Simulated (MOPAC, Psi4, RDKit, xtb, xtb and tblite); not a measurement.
Two geometries of SMILES [SiH2](C=O)C(OC)=O, relaxed at GFN2-xTB with one dihedral held; other torsions can differ between them too.

Structure A

```
13

C      2.2974     0.3186    -0.2587
O      0.9049     0.0407    -0.3847
C      0.2956    -0.5157     0.6672
O      0.8558    -0.7949     1.6954
Si    -1.5620    -0.7907     0.2549
C     -2.1396     0.8807    -0.4973
O     -3.0484     1.5453    -0.0726
H      2.6016     0.7932    -1.1877
H      2.4709     0.9830     0.5898
H      2.8515    -0.6082    -0.0996
H     -2.2992    -1.1472     1.4586
H     -1.6258    -1.7818    -0.8210
H     -1.5712     1.2423    -1.3829
```

Structure B

```
13

C     -1.9109    -0.6170    -0.9329
O     -1.7286     0.6534    -0.3115
C     -0.9868     0.7273     0.7987
O     -0.7188    -0.2143     1.5023
Si    -0.1439     2.4498     0.8874
C      1.5768     1.9773     0.1605
O      1.9301     2.2327    -0.9612
H     -2.9630    -0.7213    -1.1949
H     -1.6137    -1.4122    -0.2471
H     -1.2972    -0.6441    -1.8340
H     -0.8465     3.3781     0.0148
H      0.0566     2.8561     2.2755
H      2.2540     1.3985     0.8257
```

Which is lower in energy at the level Psi4 with DF-MP2 (frozen core)/cc-pVTZ // GFN2-xTB, and by how much?

A is lower, by 16.01 kJ/mol (dihedral C1–O2–C3–Si5: 180° in A, 150° in B).

E(B) − E(A) in kJ/mol at the other levels, on the same two geometries: GFN2-xTB (xtb and tblite) 10.14; MMFF94 // GFN2-xTB (RDKit) 17.88; PBE0/def2-TZVP // GFN2-xTB (Psi4) 14.38; PBE0-D3(BJ)/def2-TZVP // GFN2-xTB (Psi4) 14.07; PBE/def2-TZVP // GFN2-xTB (Psi4) 12.87; PBE-D3(BJ)/def2-TZVP // GFN2-xTB (Psi4) 12.60; HF/cc-pVTZ // GFN2-xTB (Psi4) 19.01; UFF // GFN2-xTB (RDKit) 24.12; AM1, restricted, heats of formation // GFN2-xTB (MOPAC) 15.08; PM6, restricted, heats of formation // GFN2-xTB (MOPAC) 13.31; GFN1-xTB // GFN2-xTB (xtb) 8.04.
